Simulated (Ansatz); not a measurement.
CH₃NH₂ + boron trichloride → `C[NH2+][B-](Cl)(Cl)Cl`  (adduct formation)

Gas-phase electronic energies from Ansatz, PBE0-D4/def2-TZVP geometries. CCSD(T)/CBS adds triple-zeta CCSD(T) − MP2 to the extrapolated MP2 energy (def2 sets, frozen cores). This one scheme is used for every species. Functionals use def2-TZVPP. One conformer a species, not always the lowest.

```
             level  ΔE (kJ/mol)  difference from CCSD(T)/CBS
       LDA (SPW92)       -170.9                        -28.4
        r2SCANh-D4       -137.9                          4.6
           ωB97M-V       -139.3                          3.2
              PBE0       -127.7                         14.8
           r2SCANh       -133.4                          9.1
           r2SCAN0       -137.6                          4.9
RPA@PBE/def2-TZVPP       -126.1                         16.4
     CCSD/def2-SVP       -138.8                          3.7
     HF/def2-TZVPP        -98.5                         44.0
      HF/CBS(def2)        -96.9                         45.6
       CCSD(T)/CBS       -142.5                            0
```

Largest T1 diagnostic among the species: 0.011.

From r2SCAN to r2SCAN0 (25 % exact exchange), in def2-TZVPP and without D4, ΔE moves by −7.0 kJ/mol. Leaving LDA and LC-ωPBE aside and taking each functional with its dispersion term where it has one, the values, not all of them listed here, spread over 26.2 kJ/mol, from PBE-QIDH to BLYP-D4. LDA lies −55.3 kJ/mol from PBE without D4.

CCSD(T)/CBS has its own doubt, a few kJ/mol and more with outer-core shells, so smaller differences from it don't rank the levels.
